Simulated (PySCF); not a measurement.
WH₅, SMILES [WH5] (connectivity only; charge and spin as stated), neutral, multiplicity 2. Atoms are numbered in the order given.

```xyz
6

W      0.0000     0.0000    -0.0187
H     -1.4651     0.0000    -0.9221
H      0.0000     1.4926     0.7826
H      1.4651     0.0000    -0.9221
H      0.0000     0.0000     1.6606
H      0.0000    -1.4926     0.7826
```
Charge 0, spin multiplicity 2.

Geometry: B3LYP-D3(BJ)/def2-TZVPD. The multiplicity is an assumed one; other spin states were not compared. The def2 effective core potentials stand for the cores of W; spin–orbit coupling is left out.

All values below come from PBE0/def2-TZVPD (PySCF).

The molecule is in vacuum.

```
Item                                                                                                            Result
---------------------------------------------------------------------------------------------  -----------------------
total energy                                                                                         -69.94809 hartree
point group                                                                                                        C2v
α spin, highest occupied and lowest empty level                                                     -6.60 and -2.48 eV
β spin, highest occupied and lowest empty level                                                     -8.22 and -2.28 eV
dipole moment                                                                                                   0.90 D
quadrupole, principal values (traceless, Buckingham form, about the centre of nuclear charge)   -0.81, -0.25, 1.07 D·Å
mean static polarisability                                                                        52.1 bohr³ (7.73 Å³)
polarisability, principal values                                                                49.3, 51.6, 55.5 bohr³
⟨S²⟩                                                                                           0.762 (pure state 0.75)
```
